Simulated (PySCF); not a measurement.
## Unknown compound

Molecular formula: C₅H₆F₂OSi. Simulated spectra:

1H NMR (400 MHz, computed): δ 7.11 (m, 1H), 7.06 (m, 1H), 5.52 (m, 1H), 2.16 (s, 3H).

13C{1H} NMR (computed): δ 155.3 (CH), 151.9 (CH), 130.5 (C), 110.6 (CH), 23.6 (CH3).

All values are calculated (PySCF 2.14): NMR shieldings at PBE0/pcSseg-1/GIAO, geometry: GFN2-xTB. No relativistic terms, averaged over atoms made equivalent by symmetry, fast rotation or ring inversion, a single conformation, no solvent.

Chemical shifts δ = σref − σ; 1H and 13C vs TMS, all at this level.

Problem. Which candidate is it?
A. FC(F)c1coc([SiH3])c1
B. O=C1[SiH2]C[C@@]2(F)C[C@@]12F
C. CC1=CC=CO[Si]1(F)F

Solution. C. 

- Rings plus π bonds: 3 (1 ring in the answer).
- 5 carbon signals for 5 carbons: no two carbons are equivalent.
- Carbon types of the structure: 1 × C, 3 × CH, 1 × CH3, which accounts for all hydrogens.
- δC 155.3: alkene carbon bearing oxygen; an sp2 carbon further deshielded by the attached heteroatom.
- δC 151.9: alkene CH; an sp2 carbon of a C=C bond.
- δC 130.5: fully substituted alkene carbon; as expected for a trigonal carbon in a double bond.
- δC 110.6: β carbon of an enol-ether or enamine type C=C; the O or N lone pair pushes π density onto this β carbon and shields it.
- δC 23.6: allylic methyl carbon; a saturated carbon with 1 carbon neighbour and no heteroatom attached.

The others: FC(F)c1coc([SiH3])c1 has carbons computed at 154.8, 153.3, 130.8, 129.4, 118.0, with a different DEPT pattern; O=C1[SiH2]C[C@@]2(F)C[C@@]12F would give 6 signals for carbon-bound and other non-exchanging H, not 4.

Splittings by 19F in the carbon and heteronuclear signals aren't shown, as no couplings were computed. Shifts are as computed. Against solution values, carbons near 30 ppm lie about +3 ppm off and those near 130 ppm about +5 ppm. Of 1211 compounds with measured shifts, 218 miss one by over three times the rms of a fit or turn the order of signals round; such compounds aren't used in these exercises. Multiplicities follow the n + 1 count of equivalent neighbours, as no J values were calculated; m marks all less simple cases, F and P coupling included.
